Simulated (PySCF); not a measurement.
**Exercise with solution: chemical shift, span and skew from a shielding tensor**

C₂H₆N₂OSi, SMILES N[Si@@H]1COC=N1. Atoms are numbered in the order given.

```xyz
12

N      2.1267     0.2032     0.6482
Si     0.7287     0.3968    -0.3379
C     -0.8249     0.9541     0.6450
O     -1.7751    -0.1158     0.4148
C     -1.2654    -1.0801    -0.3969
N     -0.0992    -1.0637    -0.8989
H      2.1186    -0.4329     1.4404
H      3.0489     0.2413     0.2252
H      1.1365     1.2808    -1.4591
H     -1.2791     1.8936     0.2926
H     -0.6645     1.0439     1.7315
H     -2.0107    -1.8758    -0.5515
```

Coordinates come from a B3LYP-D3(BJ)/def2-SVP optimisation. The structure was generated by enumeration; whether it is a known compound was not checked. The values are those of a single conformer.

GIAO shieldings from PySCF with PBE/pcSseg-1, non-relativistic, no solvent. The symmetric part of the tensor of N1 has the principal values 209.4, 234.3, 258.8 ppm. The same nucleus in NH3 has σ = 267.0 ppm at this level (PySCF, at its B3LYP-D3(BJ)/def2-TZVP geometry).

**Question.** Work out the isotropic shielding, the ¹⁵N shift against NH3, the span and the skew.

**Answer.** 
σ(iso) = (σ11 + σ22 + σ33)/3 = 234.2 ppm. δ = σ(ref) − σ(iso) = 267.0 − (234.2) = 32.8 ppm.
Span Ω = σ33 − σ11 = 49.4 ppm. Skew κ = 3(σ(iso) − σ22)/Ω = -0.01. Tumbling in solution averages the tensor to δ; in a static solid the shielding alone would spread this spin-1/2 line over Ω.
